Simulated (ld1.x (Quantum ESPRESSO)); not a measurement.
# Transferability test, RRKJ potential for iron

- Element: iron (Fe)
- Generator: ld1.x (Quantum ESPRESSO) 7.5
- Type: norm-conserving RRKJ (Kleinman–Bylander form)
- Functional: PBE
- Relativity: scalar-relativistic
- Frozen core: [Ne] 3s2
- Valence charge: 14
- Reference configuration: 3p6 3d6 4s0 4p0 (charge +2)
- Partial waves: 3p (bound): rc 0.85 bohr; 3d (bound): rc 1.55 bohr; 4s (bound, empty): rc 1.60 bohr
- Local potential: the s channel
- Core correction: none
- rho0: 0.005

Energies are relative to the spin-unpolarised reference configuration 3p6 3d6 4s0 4p0; without spin polarisation the order of configurations can differ from experiment.

```tsv
valence configuration	charge	ΔE all-electron (eV)	error AE − PS (meV)
3p6 3d6 4s2 4p0	0	-24.932	+40
3p6 3d6 4s1 4p0	+1	-16.203	+13
3p6 3d5 4s0 4p0	+3	34.223	-165
3p6 3d5 4s2 4p0	+1	-10.726	-47
3p6 3d6 4s1 4p1	0	-20.827	-502
```

Task: What are ΔE and the potential's error for 3p6 3d7 4s0 4p0?

Result: ΔE = -18.296 eV all-electron; the error (AE − PS) is -130 meV.

Task: What are ΔE and the potential's error for 3p6 3d6 4s1.5 4p0?

Result: ΔE = -21.448 eV all-electron; the error (AE − PS) is +26 meV.

Levels in the configuration 3p6 3d7 4s0 4p0:

| level | all-electron (eV) | pseudo (eV) |
| --- | --- | --- |
| 3p | -63.369 | -62.944 |
| 3d | -11.491 | -11.282 |

These tests converged, but a pseudo level misses the all-electron one widely, so the file describes the atom poorly there or has found another state: 3p6 3d5 4s0 4p0: empty 4p by 2.5 eV (a node warning on the way).
